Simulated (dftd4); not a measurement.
C₆H₁₂, triplet, at the geometry of the source list (a higher spin typed on purpose: for a closed-shell molecule this is an excited state); D4 for pbe (dftd4).

The dftd4 input:
```
$ dftd4 mol.xyz --func pbe --charge 0 --json dftd4.json --noedisp --property

# file mol.xyz
18

C     -0.67120000     1.11310000    -0.68100000
C      0.74460000     1.25770000    -0.12960000
C      1.45830000    -0.09140000    -0.13530000
C      0.67120000    -1.11310000     0.68100000
C     -0.74460000    -1.25770000     0.12960000
C     -1.45830000     0.09140000     0.13530000
H     -0.62190000     0.78380000    -1.72140000
H     -1.18010000     2.07930000    -0.65940000
H      1.30590000     1.97880000    -0.72800000
H      0.69690000     1.63700000     0.89380000
H      1.55240000    -0.44610000    -1.16420000
H      2.46480000     0.01750000     0.27470000
H      1.18010000    -2.07930000     0.65940000
H      0.62190000    -0.78380000     1.72140000
H     -1.30590000    -1.97880000     0.72800000
H     -0.69690000    -1.63700000    -0.89380000
H     -1.55240000     0.44610000     1.16420000
H     -2.46480000    -0.01750000    -0.27470000
```

Problem. What does dftd4 print? Leave out banner, timings and long lists.

Solution. 
```
                    ____  _____ _____     ____  _  _
      -------------|  _ \|  ___|_   _|---|  _ \| || |------------
     |             | | | | |_    | | ___ | | | | || |_           |
     |             | |_| |  _|   | ||___|| |_| |__   _|          |
     |             |____/|_|     |_|     |____/   |_|            |
     |             ===================================           |
     |            E. Caldeweyher, S. Ehlert & S. Grimme          |
     |          Mulliken Center for Theoretical Chemistry        |
     |                    University of Bonn                     |
      -----------------------------------------------------------

Rational (Becke-Johnson) damping: pbe-D4-ATM
---------------------
  s6         1.0000
  s8         0.9595
  s9         1.0000
  a1         0.3857
  a2         4.8069
 alp        16.0000
--------------------

Atomic data, radii in Ångström:
------------------------------------------------------
   Z          R(cov)      r4/r2   hardness         EN
------------------------------------------------------
   6 C        1.0000     1.6431     0.4220     2.5500
   1 H        0.4267     1.0622     0.4726     2.2000
------------------------------------------------------

Atomic reference systems (in atomic units):
----------------------------------------------------------------------------
   Z        #      CN     q+Z       C6(AA)   #      CN     q+Z       C6(AA)
----------------------------------------------------------------------------
   6 C      1  0.0000  6.0000      49.3833   2  0.9189  5.8288      52.1688
            3  1.9079  5.8579      35.6972   4  2.8312  5.7775      35.8445
            5  3.7487  5.7435      28.6317   6  2.9183  5.8956      32.2504
            7  0.8556  6.2103      25.6194
   1 H      1  0.0000  1.0000       7.6362   2  0.8942  1.0000       3.0374
----------------------------------------------------------------------------

Atomic properties (in atomic units):
----------------------------------------------------------------------------
     #    Z              CN          q      C6(AA)        C8(AA)   alpha(0)
----------------------------------------------------------------------------
     1    6 C        3.8055    -0.1674     26.5713      768.4873     7.4280
     2    6 C        3.8055    -0.1674     26.5709      768.4767     7.4279
     3    6 C        3.8055    -0.1674     26.5713      768.4874     7.4280
     4    6 C        3.8055    -0.1674     26.5713      768.4873     7.4280
     5    6 C        3.8055    -0.1674     26.5709      768.4767     7.4279
     6    6 C        3.8055    -0.1674     26.5713      768.4874     7.4280
     7    1 H        0.9242     0.0886      1.8931       22.8842     2.1517
     8    1 H        0.9242     0.0788      1.9912       24.0706     2.2067
     9    1 H        0.9242     0.0788      1.9913       24.0712     2.2068
    10    1 H        0.9242     0.0886      1.8931       22.8849     2.1517
    11    1 H        0.9242     0.0886      1.8931       22.8841     2.1517
    12    1 H        0.9242     0.0788      1.9912       24.0706     2.2067
    13    1 H        0.9242     0.0788      1.9912       24.0706     2.2067
    14    1 H        0.9242     0.0886      1.8931       22.8842     2.1517
    15    1 H        0.9242     0.0788      1.9913       24.0712     2.2068
    16    1 H        0.9242     0.0886      1.8931       22.8849     2.1517
    17    1 H        0.9242     0.0886      1.8931       22.8841     2.1517
    18    1 H        0.9242     0.0788      1.9912       24.0706     2.2067
----------------------------------------------------------------------------

Molecular properties (in atomic units):
----------------------------------------
 molecular C6                2265.4296
 molecular C8               50290.4174
----------------------------------------

Dispersion energy:      -1.4846071473806E-02 Eh

[Info] JSON dump of results written to 'dftd4.json'
```
